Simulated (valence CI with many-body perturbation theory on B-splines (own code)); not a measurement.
# Sb XXXI: fill in the table

Computed by valence CI with perturbative core correlation (CI+MBPT): three valence electrons over a frozen Dirac-Fock core [Ar], a basis of 7 s, 7 p, 8 d, 6 f, 4 g, 1 h functions for each j, with the one-electron correlation potential Σ1 (screened to all orders), the two-electron term Σ2, the three-electron term Σ3, Breit, model QED; selected single and double excitations, second order for the rest, scaled by the run's own slope (own B-spline code, finite nucleus).

No measured spectrum was set against this ion. As an estimate, large intervals hold to a few tenths of a per cent, small ones and those within an open d or f shell to about a per cent. Only levels of the ground parity were solved; by the run's estimate the other parity begins above the list, which can be wrong where configurations are misplaced.

| Level | E (cm⁻¹) |
| --- | --- |
| (3d3/2^3) J=3/2 | 0.0 |
| (3d3/2^2 3d5/2) J=5/2 | ? |
| (3d3/2^2 3d5/2) J=7/2 | 98191 |
| (3d3/2^2 3d5/2) J=3/2 | 105540 |
| (3d3/2^2 3d5/2) J=9/2 | ? |
| (3d3/2^2 3d5/2) J=1/2 | 124070 |
| (3d3/2 3d5/2^2) J=7/2 [a] | 178560 |
| (3d3/2 3d5/2^2) J=5/2 [a] | ? |
| (3d3/2 3d5/2^2) J=9/2 | ? |
| (3d3/2 3d5/2^2) J=3/2 [a] | 214760 |
| (3d3/2 3d5/2^2) J=1/2 | ? |
| (3d3/2 3d5/2^2) J=11/2 | 238960 |
| (3d3/2 3d5/2^2) J=5/2 [b] | 256690 |
| (3d3/2 3d5/2^2) J=5/2 [c] | 278870 |
| (3d3/2 3d5/2^2) J=7/2 [b] | 289820 |
| (3d5/2^3) J=9/2 | 293260 |
| (3d5/2^3) J=3/2 | 315170 |
| (3d3/2 3d5/2^2) J=3/2 [b] | ? |
| (3d5/2^3) J=5/2 | 427990 |

Levels are named by their leading jj configuration (3d3/2^4 stands for four electrons in 3d with j = 3/2), which in mixed levels can hold well under half, so a name can repeat and another be missing. Letters in brackets count levels of one name in rising energy.

Task: The levels stand in rising order. What does the calculation give for the missing energies?

Result: (3d3/2^2 3d5/2) J=5/2 62012; (3d3/2^2 3d5/2) J=9/2 113260; (3d3/2 3d5/2^2) J=5/2 [a] 187430; (3d3/2 3d5/2^2) J=9/2 188710; (3d3/2 3d5/2^2) J=1/2 226620; (3d3/2 3d5/2^2) J=3/2 [b] 411830.
